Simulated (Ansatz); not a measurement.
Consider the isomerisation: `O=C/C=[CH]/[AlH2]` → `C=[C]1[O][Al]1[CH3]`.

Gas-phase electronic energies from Ansatz, PBE0-D4/def2-TZVP geometries. CCSD(T)/CBS is the MP2 limit (def2-TZVPP, def2-QZVPP) plus CCSD(T) − MP2 in def2-TZVPP, frozen cores. DFT in def2-TZVPP. HSE06 is defined as in plane-wave codes. One conformer a species, not always the lowest.

```csv
level,ΔE (kcal/mol),difference from CCSD(T)/CBS
PBE-D4,-17.9,-2.6
HSE06-D4,-16.9,-1.6
ωB97X-V,-14.2,1.1
ωB97M-V,-15.8,-0.5
B2PLYP,-14.6,0.7
PBE-QIDH,-16.7,-1.4
revPBE,-16.4,-1.1
BLYP,-14.4,0.9
r2SCAN,-18.9,-3.6
HF/def2-SVP,3.8,19.1
CCSD/def2-SVP,-4.1,11.2
CCSD(T)/def2-SVP,-4.3,11.0
CCSD/def2-TZVPP,-12.5,2.8
SCS-MP2/def2-QZVPP,-14.2,1.1
MP2/CBS(def2),-18.7,-3.4
CCSD/CBS(def2),-14.4,0.9
CCSD(T)/CBS,-15.3,0
```

Largest T1 diagnostic among the species: 0.016.

Leaving LDA and LC-ωPBE aside and taking each functional with its dispersion term where it has one, the values, not all of them listed here, spread over 7.2 kcal/mol, from r2SCAN-D4 to BHLYP-D4. LDA lies −5.2 kcal/mol from PBE without D4. At CCSD(T), def2-SVP lies +11.0 kcal/mol from the extrapolated value and def2-TZVPP +1.9 kcal/mol. From PBE to PBE0 (25 % exact exchange), in def2-TZVPP and without D4, ΔE moves by +1.2 kcal/mol.
